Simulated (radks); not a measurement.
Species: neutral selenium. Configuration: [Ar] 3d10 4s2 4p4.

Calculated with a radial shooting solver on a logarithmic mesh with Libxc functionals: Dirac Kohn-Sham, exchange-only PBE, spin-unpolarised, spherical densities, finite nucleus; open shells fill j = l - 1/2 first; Fermi nuclear charge, rms radius 4.14 fm.

Energy parts (hartree):
| part | energy |
|---|---|
| total | -2428.47402 |
| kinetic | 2488.16148 |
| electron-nucleus | -5866.46107 |
| Hartree | 1036.06155 |
| exchange | -86.23598 |

Orbitals (lengths in bohr, moments of r in powers of bohr; r(max) is where P^2 peaks; r(90%) holds 90 % of the orbital's charge):
| orbital | occ. | eigenvalue (hartree) | r(max) | <1/r> | <r> | r(90%) |
|---|---|---|---|---|---|---|
| 1s1/2 | 2 | -459.3981 | 0.02880 | 34.56 | 0.04408 | 0.0788 |
| 2s1/2 | 2 | -58.99868 | 0.1646 | 7.684 | 0.1957 | 0.303 |
| 2p1/2 | 2 | -52.92784 | 0.1296 | 7.651 | 0.1685 | 0.276 |
| 2p3/2 | 4 | -51.39268 | 0.1327 | 7.414 | 0.1723 | 0.281 |
| 3s1/2 | 2 | -7.79439 | 0.5023 | 2.499 | 0.5741 | 0.856 |
| 3p1/2 | 2 | -5.71935 | 0.4946 | 2.378 | 0.5826 | 0.892 |
| 3p3/2 | 4 | -5.50341 | 0.5032 | 2.321 | 0.5932 | 0.908 |
| 3d3/2 | 4 | -1.92824 | 0.4509 | 2.039 | 0.6288 | 1.05 |
| 3d5/2 | 6 | -1.89538 | 0.4537 | 2.024 | 0.6332 | 1.05 |
| 4s1/2 | 2 | -0.60088 | 1.508 | 0.7391 | 1.798 | 2.70 |
| 4p1/2 | 2 | -0.21611 | 1.786 | 0.5761 | 2.311 | 3.63 |
| 4p3/2 | 2 | -0.20257 | 1.823 | 0.5612 | 2.369 | 3.73 |

The highest occupied level is 4p3/2 at -5.512 eV. The electron density at the nucleus is 3.976e+04 e/bohr^3. For comparison, the ionisation energy in NIST's Atomic Spectra Database is 9.752 eV (measured). In exact Kohn-Sham theory the highest level is minus the ionisation energy, but local and semilocal functionals leave it too shallow, through self-interaction and a potential that decays too fast; potentials with the right tail come closer. Summed over all electrons, <r^2> = 42.14 bohr^2, which gives a Langevin (diamagnetic) susceptibility term of -33.4 x 10^-6 cm^3/mol. The density falls to 0.001 e/bohr^3 at r = 4.34 bohr.

Beside tabulated values, note that spin-unpolarised runs miss the spin-polarisation part of the exchange energy of open shells.
